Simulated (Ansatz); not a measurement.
`B[N]([GeH3])C=C` + `N=CF` → `N=[C](F)[GeH3]` + `BNC=C`  (formal exchange of groups at a Ge–N bond)

Gas-phase electronic energies from Ansatz, PBE0-D4/def2-TZVP geometries. CCSD(T)/CBS is the MP2 limit (def2-TZVPP, def2-QZVPP) plus CCSD(T) − MP2 in def2-TZVPP, frozen cores. This one scheme is used for every species. Functionals use def2-TZVPP. B3LYP here is the variant with VWN-RPA as its local correlation; programs differ in this. For Ge outer-core shells are correlated without core-valence functions, which leaves a few kJ/mol of doubt a bond. Scalar relativity is left out up to krypton. Each species was taken in one conformer, which may not be the lowest.

```
             level  ΔE (kJ/mol)  difference from CCSD(T)/CBS
           PBE0-D4         10.1                         -9.0
          B3LYP-D4         11.6                         -7.5
            B2PLYP         12.0                         -7.1
               PBE          0.0                        -19.1
            r2SCAN          6.9                        -12.2
     HF/def2-TZVPP         15.2                         -3.9
CCSD(T)/def2-TZVPP         20.6                          1.5
     HF/def2-QZVPP         15.4                         -3.7
      HF/CBS(def2)         15.4                         -3.7
    CCSD/CBS(def2)         18.4                         -0.7
       CCSD(T)/CBS         19.1                            0
```

Largest T1 diagnostic among the species: 0.013.

From PBE to PBE0 (25 % exact exchange), in def2-TZVPP and without D4, ΔE moves by +5.5 kJ/mol. The D4 term adds +8.4 kJ/mol with B3LYP and +4.6 kJ/mol with PBE0; it sums over pairs of atoms, weighted by their polarisabilities, and B3LYP, whose exchange is more repulsive, gets the larger term. In def2-TZVPP, CCSD(T) changes the Hartree–Fock value by +5.4 kJ/mol (the triples alone add +0.7 kJ/mol) and MP2 by +9.9 kJ/mol.
